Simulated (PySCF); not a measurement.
Complete the spectrum of C3H9NSi

Compound: C3H9NSi.
Z-matrix (Å and degrees, GFN2-xTB geometry), rows numbered from 1:
```
C 
C   1  1.3252
C   2  1.4974  1  120.97
Si  2  1.8911  1  121.84  3  -179.65
N   4  1.7262  2  105.48  1    82.12
H   1  1.0780  2  121.95  3  -179.39
H   1  1.0811  2  122.52  3     0.56
H   3  1.0896  2  109.75  1   117.59
H   3  1.0891  2  111.57  1    -3.07
H   3  1.0888  2  110.18  1  -124.22
H   4  1.4740  2  108.87  1   -42.62
H   4  1.4645  2  111.96  1  -164.06
H   5  1.0079  4  118.57  2   -43.44
H   5  1.0074  4  118.64  2   179.22
```

Method used: TDDFT wB97X-D/def2-SVPD, vertical, gas phase, core orbitals frozen in the response in PySCF 2.14.0, density-fitted response routines. GFN2-xTB frequencies show an imaginary mode (30i cm⁻¹), so this geometry is no minimum at that level.

Orbital energies (eV): HOMO-3 -11.63, HOMO-2 -10.42, HOMO-1 -9.41, HOMO -9.20, LUMO 1.57, LUMO+1 2.27, LUMO+2 2.65.

Lowest singlets, with some entries withheld (?).

```csv
state,E (eV),f,"main configurations (H = HOMO, L = LUMO)"
S1,6.27,0.0088,"H→L (75%), H-1→L (11%)"
S2,6.84,0.019,"H-2→L (65%), H→L+1 (12%)"
S3,?,?,?
S4,?,?,?
S5,7.45,0.024,"H-1→L+1 (37%), H→L+2 (22%), H→L+1 (13%)"
S6,7.61,0.016,"H-1→L+1 (28%), H→L+4 (25%), H→L+3 (11%)"
S7,7.93,0.042,"H→L+3 (33%), H→L+2 (28%), H-1→L+2 (17%)"
S8,8.07,0.081,"H-1→L+2 (49%), H→L+3 (17%), H-1→L+3 (14%)"
```

**Question.** Supply the missing values.

**Answer.** 
- S3: E = 6.96 eV; f = 0.241; H-1→L (71%), H→L (17%)
- S4: E = 7.28 eV; f = 0.028; H→L+1 (47%), H-2→L (14%), H→L+2 (10%)

**Question.** How far apart are S1 and S3, in eV and cm⁻¹?

**Answer.** 6.959 − 6.266 = 0.693 eV, or about 5590 cm⁻¹.

**Question.** Which level carries the most intensity, and what share of the listed sum of f?

**Answer.** S3, with f = 0.241 of 0.461, 52%.

**Question.** What is the mean static polarisability from the same response equations?

**Answer.** 71.3 au (10.57 Å³), with principal values 61.4, 72.1 and 80.5 au.

Time: 60 s wall, 53 s CPU; peak memory 0.74 GiB. Hardware: one thread of an Intel Xeon at 2.50 GHz, no GPU, shared host with 64 logical CPUs at a one-minute load of 62.

One conformer stands for the species.
